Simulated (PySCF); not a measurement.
BH3N, SMILES B=[NH2+], charge +1.

Geometry optimised at TPSSh-D3(BJ)/def2-TZVP. The isomer is the one that the SMILES or the coordinates give; other isomers of the formula were not compared.

Vertical ionisation energy (IE) and electron affinity (EA) in eV. Rows of orbital energies are one-electron estimates. Where ΔSCF, EOM or ADC give a negative EA the extra electron is unbound and the value depends on the basis.

| level | IE | EA |
|---|---|---|
| −ε(HOMO), −ε(LUMO), r2SCAN/def2-TZVPD (PySCF) | (withheld) | (withheld) |
| −ε(HOMO), −ε(LUMO), B3LYP/def2-TZVPD (PySCF) | 16.68 | 9.11 |
| ADC(2)/aug-cc-pVDZ (PySCF) | 19.18 | 6.15 |

Q: Complete the blanks. (The exact figures need the calculation; the answer reports its results.)

A: 
- −ε(HOMO), −ε(LUMO), r2SCAN/def2-TZVPD (PySCF), IE: 15.79
- −ε(HOMO), −ε(LUMO), r2SCAN/def2-TZVPD (PySCF), EA: 9.43

Computed lowest 1s main lines (those of the lightest heavy element) from CVS-ADC(2)-x/aug-cc-pVDZ (PySCF, non-relativistic), with pole strengths:
209.0 eV (1.54).

Q: Beyond the first one, list the lowest photoelectron lines from ADC(2)/aug-cc-pVDZ (PySCF 2.14.0) with their pole strengths (two spins summed). (The exact figures need the calculation; the answer reports its results.)

A: 23.51 eV (1.86), 24.58 eV (1.79), 25.72 eV (1.80), 35.90 eV (1.61).
